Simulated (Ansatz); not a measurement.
Cost and result up the ladder for `C[Si](C)(C)C#CC#Cc1ccc(C#Cc2ccc(C#Cc3ccc(C#Cc4ccc(C#Cc5ccc(C#Cc6ccc(C#C[Si](C)(C)C)cc6)cc5)cc4)cc3)cc2)cc1` (102 atoms). Charge 0, multiplicity 1. Geometry: PBE-D4/def2-SVP.

```xyz
102

C    -3.746   -6.354   24.346
Si   -1.981   -5.692   24.212
C    -0.728   -7.044   24.628
C    -1.745   -4.193   25.340
C    -1.696   -5.154   22.466
C    -1.510   -4.796   21.289
C    -1.310   -4.407   20.001
C    -1.132   -4.055   18.826
C    -0.934   -3.658   17.480
C    -0.349   -4.548   16.538
C    -0.164   -4.162   15.213
C    -0.557   -2.869   14.770
C    -0.381   -2.482   13.416
C    -0.237   -2.153   12.235
C    -0.084   -1.785   10.874
C    -0.576   -0.540   10.395
C    -0.442   -0.188    9.054
C     0.192   -1.064    8.131
C     0.313   -0.716    6.761
C     0.406   -0.426    5.565
C     0.499   -0.108    4.186
C    -0.157    1.036    3.655
C    -0.085    1.334    2.297
C     0.650    0.504    1.407
C     0.708    0.794    0.019
C     0.747    1.031   -1.191
C     0.781    1.287   -2.586
C     1.624    0.530   -3.445
C     1.644    0.767   -4.816
C     0.818    1.769   -5.395
C     0.823    1.994   -6.796
C     0.820    2.176   -8.016
C     0.809    2.371   -9.422
C    -0.128    3.252  -10.029
C    -0.149    3.429  -11.410
C     0.768    2.737  -12.247
C     0.740    2.909  -13.656
C     0.712    3.048  -14.881
C     0.677    3.200  -16.292
C     1.624    2.536  -17.119
C     1.585    2.679  -18.504
C     0.598    3.492  -19.123
C     0.556    3.633  -20.540
C     0.519    3.751  -21.770
Si    0.462    3.923  -23.610
C     1.083    5.648  -24.071
C    -1.327    3.693  -24.176
C     1.574    2.595  -24.367
C    -0.347    4.158  -18.298
C    -0.309    4.016  -16.913
C     1.710    1.863  -11.639
C     1.730    1.683  -10.259
C    -0.020    2.531   -4.536
C    -0.037    2.297   -3.163
C     1.317   -0.633    1.940
C     1.241   -0.933    3.297
C     0.694   -2.305    8.613
C     0.557   -2.658    9.952
C    -1.138   -1.977   15.713
C    -1.323   -2.362   17.039
H    -4.485   -5.573   24.078
H    -3.956   -6.688   25.383
H    -3.899   -7.218   23.668
H    -0.845   -7.916   23.952
H    -0.869   -7.395   25.671
H     0.311   -6.670   24.527
H    -2.460   -3.386   25.084
H    -0.719   -3.784   25.249
H    -1.910   -4.478   26.401
H    -0.044   -5.552   16.869
H     0.287   -4.860   14.493
H    -1.071    0.145   11.099
H    -0.831    0.775    8.694
H    -0.732    1.684    4.333
H    -0.602    2.218    1.896
H     2.263   -0.252   -3.009
H     2.298    0.173   -5.471
H    -0.844    3.790   -9.391
H    -0.881    4.110  -11.868
H     2.392    1.902  -16.650
H     2.323    2.159  -19.134
H     2.125    5.802  -23.723
H     0.450    6.434  -23.611
H     1.062    5.788  -25.172
H    -1.402    3.790  -25.280
H    -1.990    4.454  -23.717
H    -1.708    2.691  -23.892
H     1.230    1.580  -24.085
H     1.567    2.665  -25.475
H     2.621    2.710  -24.021
H    -1.116    4.791  -18.768
H    -1.047    4.536  -16.283
H     2.426    1.324  -12.277
H     2.461    1.001   -9.801
H    -0.661    3.311   -4.971
H    -0.691    2.891   -2.509
H     1.891   -1.281    1.262
H     1.755   -1.819    3.697
H     1.188   -2.990    7.908
H     0.944   -3.623   10.312
H    -1.444   -0.974   15.382
H    -1.774   -1.665   17.760
```

Ansatz on 11 threads of AMD EPYC 7R13 on a shared host and a whole NVIDIA H100 80GB HBM3. Times are rough, and most runs start from the orbitals of an earlier one. PBE0-D4/def2-TZVP serves as the yardstick here, not as an exact answer. Differences are given only for rows in sets of like size (and for xTB, whose basis is part of the method), since another set adds its own error. Binding counts from free atoms at the same level (C triplet, Si triplet, H doublet; other spins of the atoms weren't run), without zero-point energy or a counterpoise term.

Single mean-field runs in def2-SVP, def2-TZVP are fitted with def2-universal-jkfit.

| level | functions | binding energy per atom (eV) | difference from PBE0-D4/def2-TZVP (eV) |
| --- | --- | --- | --- |
| PBE-D4/def2-SVP | 1058 | 5.49 | – |
| r2SCAN-D4/def2-TZVP (with forces) | 2124 | 5.24 | -0.05 |
| PBE0-D4/def2-TZVP (with forces) | 2124 | 5.29 | 0.00 |
| PBE-D4/def2-TZVP | 2124 | 5.42 | 0.12 |
| PBE0-D4/def2-SVP | 1058 | 5.37 | – |

Task: Estimate how long each takes.

Result: PBE-D4/def2-SVP 10 s; PBE0-D4/def2-SVP 11 s; PBE-D4/def2-TZVP 14 s; r2SCAN-D4/def2-TZVP (with forces) 17 s; PBE0-D4/def2-TZVP (with forces) 20 s. On shared hardware such times vary by a factor of up to 3.
